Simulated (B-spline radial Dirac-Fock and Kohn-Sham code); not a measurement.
Method: Dirac-Fock (average of configuration) total-energy differences with a finite nucleus, the Breit interaction including its frequency dependence, and self-energy and vacuum-polarisation corrections. Computed with an atomic code on a B-spline grid. Free neutral atoms.

Problem. Order these X-ray lines by photon energy, lowest first.
A. Ce Mζ1
B. Ca Lβ4
C. Zn Lα2
D. Gd Mζ2
E. Ag Mγ
F. La Mζ1

Solution. B (416.0 eV), E (571.4 eV), F (629.4 eV), A (666.6 eV), D (905.7 eV), C (1013.6 eV).
